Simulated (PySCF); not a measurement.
Species: C7H14P2.
Cartesian coordinates in Å at the GFN2-xTB level; atoms count from 1:
```
atom  x, y, z in Å
C1     2.2046    0.6559   -1.0033
P2     1.7016   -0.9807   -0.2925
C3     3.3202   -1.4470    0.4835
P4     0.7391   -0.1944    1.5125
C5    -0.8333    0.2203    0.7127
C6    -1.3093    1.4494    0.5352
C7    -2.6403    1.4463   -0.1515
C8    -2.7835   -0.0023   -0.6506
C9    -1.7779   -0.8217    0.1731
H10    1.3109    1.1913   -1.3208
H11    2.8375    0.4863   -1.8727
H12    2.7434    1.2538   -0.2693
H13    3.7125   -0.6410    1.1015
H14    3.1811   -2.3370    1.0948
H15    4.0300   -1.6781   -0.3094
H16    0.3425   -1.4774    1.9144
H17   -0.8370    2.3617    0.8583
H18   -2.6874    2.1720   -0.9647
H19   -3.4259    1.7050    0.5649
H20   -2.5161   -0.0524   -1.7066
H21   -3.8008   -0.3738   -0.5405
H22   -2.2636   -1.3419    1.0038
H23   -1.2531   -1.5672   -0.4277
```

NICS = −σ at a ghost point: NICS(0) at the centroid of the ring atoms, NICS(1) 1 Å to either side along the normal of their mean plane, zz for the tensor component along that normal. Level: GIAO PBE0/pcSseg-1 (PySCF, non-relativistic, gas phase) on the GFN2-xTB geometry, one conformer.

Ring bond lengths (Å), with Mayer bond orders in brackets: C5–C6 1.330 (1.83), C6–C7 1.498 (1.04), C7–C8 1.539 (1.03), C8–C9 1.537 (1.02), C9–C5 1.506 (0.99).

Give the NICS values of each ring in ppm.

```
          ring                                                    type  NICS(0)  NICS(1), two faces  NICS(1)zz, two faces  rms pucker (Å)  centre to ring atoms, mean (Å)
C5–C6–C7–C8–C9  5-membered carbocycle; formal bonds 1 double, 4 single     -1.9         -2.3 / -3.8           -2.2 / -2.9            0.09                            1.26
```

What do they say, and how far can they be read as aromaticity?

- C5–C6–C7–C8–C9: mean NICS(1)zz -2.6 ppm, near zero. C7, C8, C9 have four or more neighbours; no verdict on aromaticity is drawn.

At the second NICS(1) probe listed for ring C5–C6–C7–C8–C9, 1 Å off the ring, how large is the induced field along the normal in 14.1 T applied along it?

NICSzz × B0 = -2.9 ppm × 14.1 T = -41 μT, against the applied field.
